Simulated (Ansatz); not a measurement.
# Abstraction of F: SiH2(CH3)F + SnH2F → SiH2(CH3) + SnH2F2

Species: SiH2(CH3)F, singlet; SnH2F `[F][SnH2]`, doublet; SiH2(CH3), doublet; SnH2F2 `[F][SnH2][F]`, singlet. A radical takes F: the energy is the difference in strength between the Si–F bond broken and the Sn–F bond made.

Shapes, held fixed at every level: PBE0-D4/def2-TZVP. Programs: Ansatz 0.2.0. The zero-point and thermal change to 298 K, harmonic and unscaled (PBE0-D4/def2-TZVP), is -2.4 kJ/mol.

(1) Estimate ΔH(298 K) of this reaction.

## Answers

(1) The highest level, CCSD(T)/def2-TZVPP, gives ΔH(298 K) = +146.1 kJ/mol; the levels span +136.8 to +151.8. The column of differences is taken from that level and isn't an error. No measured value is set beside it here. Open shells run unrestricted. For atoms past krypton def2 sets carry core potentials with scalar relativity. Outer-core shells of Sn are correlated in most correlated rows, in sets that cover them unevenly.

```tsv
level	kind	ΔH(298 K) (kJ/mol)	less CCSD(T)/def2-TZVPP
MP2/def2-TZVPP	perturbation theory	+147.6	+1.5
HF/def2-TZVPP	Hartree–Fock	+151.8	+5.7
PBE-D4/def2-TZVPP	GGA	+136.8	-9.3
r2SCAN-D4/def2-TZVPP	meta-GGA	+142.8	-3.3
r2SCAN0-D4/def2-TZVPP	global hybrid	+147.9	+1.8
wB97X-V/def2-TZVPP	range-separated hybrid	+144.3	-1.8
B2PLYP/def2-TZVPP	double hybrid	+149.9	+3.8
CCSD(T)/def2-TZVPP	coupled cluster or CI	+146.1	0.0
```
